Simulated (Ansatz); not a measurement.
The cluster B₈N⁺, relaxed as a triplet with UKS PBE0-D4/def2-SVP in Ansatz, starting from the PBE0-D4/def2-SVP geometry of the charge +1 singlet. Force threshold 0.02 eV/Å.

At PBE0-D4/def2-SVP a singlet of charge 1 lies 0.14 eV below the triplet, each at its own geometry. The structure comes from a short search, and lower isomers may exist.

Start:

```tsv
atom	x (Å)	y (Å)	z (Å)
N1	0.1400	-2.0608	-1.4366
B2	-0.7865	-1.6022	-0.5934
B3	1.0116	-1.0924	-1.1494
B4	-1.4263	0.9610	1.1014
B5	1.1153	1.6815	0.3154
B6	1.4347	0.3166	-0.4434
B7	-0.2113	1.9641	1.1173
B8	-1.3911	-0.4845	0.4304
B9	0.1138	0.3166	0.6583
```

Question: Estimate the energy that the relaxation releases and the steps that it takes.

Answer: 11.6 kcal/mol, in 7 steps; 16 s on 4 threads of Intel Xeon Platinum 8488C on a shared host. No frequencies were taken in this run, so the end may be a saddle point.

Question: Does the start keep its bonding and symmetry?

Answer: By distances, no bond broke or formed. The bond that changes most is B2–B3, from 1.95 to 2.06 Å (atoms count from 1). Point group Cs at the start, C2v at the end, both within 0.05 Å.

Question: Predict the relaxed structure.

Answer: 
```xyz
9

N     0.1798   -2.0141   -1.2650
B    -0.8343   -1.5741   -0.5234
B     1.0683   -1.0348   -1.1117
B    -1.4162    0.8561    1.1733
B     1.1966    1.5969    0.3653
B     1.5611    0.3865   -0.5174
B    -0.1669    1.8691    1.1738
B    -1.5523   -0.4962    0.4454
B    -0.0361    0.4106    0.2596
```
Bond lengths: 11 × B–B 1.54 to 1.78 Å; 2 × B–N 1.33 Å.
